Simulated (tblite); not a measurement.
Species: C7H11 (doublet state).
Structure used (GFN2-xTB), in Å, numbered top down from 1:
```xyz
18
C7H11 angstrom
C     -0.4996    2.4286   -0.6614
C     -0.4626    1.2624   -0.3949
C     -0.4037   -0.1619   -0.0741
C     -1.3862   -0.9163   -0.9803
C     -0.8330   -0.3360    1.4040
C      0.9869   -0.6585   -0.2733
C      2.1785    0.1015    0.1549
H     -0.5373    3.4503   -0.8978
H     -1.1057   -0.7954   -2.0244
H     -2.3951   -0.5320   -0.8471
H     -1.3803   -1.9764   -0.7361
H     -0.1598    0.2107    2.0598
H     -0.8054   -1.3897    1.6723
H     -1.8433    0.0419    1.5468
H      1.1276   -1.6199   -0.7373
H      2.8269   -0.5065    0.7933
H      1.8959    1.0049    0.6906
H      2.7874    0.3984   -0.7068
```

Computed geometry: GFN2-xTB, gas phase. This method treats the open shell by occupation alone, without spin polarisation.

Masses are those of the commonest isotopes; rigid-rotor values at the optimised geometry. The values belong to one conformer with, in the numbering `[CH:1]#[C:2][C:3]([CH3:4])([CH3:5])[CH:6][CH3:7]`, C2–C3–C6–C7 42°.

(1) Give the principal moments of inertia and the rotational constants in MHz.

(2) What kind of rotor is it?

(3) Is it planar, by Δ = Ic − Ia − Ib?

(4) Give the other two planar moments, Paa and Pbb, and the rms extents of the mass along the axes.

Results:

(1) Ia = 183.76, Ib = 200.01, Ic = 272.54 u·Å²; 505379 MHz·u·Å²/I gives A = 2750, B = 2527, C = 1854 MHz.

(2) An asymmetric top. Ray's parameter κ = (2B − A − C)/(A − C) = 0.501; −1 is the prolate and +1 the oblate limit.

(3) Not planar: Δ = Ic − Ia − Ib = -111.24 u·Å². For a rigid frame Δ = −2 Σ m c², so Σ m c² = 55.62 u·Å² lies off the ab plane: 17.66 from hydrogen and 37.96 from heavier atoms. The atom farthest from that plane is 2.10 Å away.

(4) Paa = Σ m a² = (Ib + Ic − Ia)/2 = 144.39 and Pbb = Σ m b² = (Ia + Ic − Ib)/2 = 128.14 u·Å². With the mass M = 95.09 u, the rms extents √(P/M) along a, b and c are 1.23, 1.16, 0.76 Å.

For this open shell read J as N, the rotation without spin; fine and hyperfine splittings come on top. Its GFN2-xTB frequencies are all real (lowest 22 cm⁻¹). Constants of a rigid frame at the computed geometry: no zero-point averaging, no centrifugal distortion.
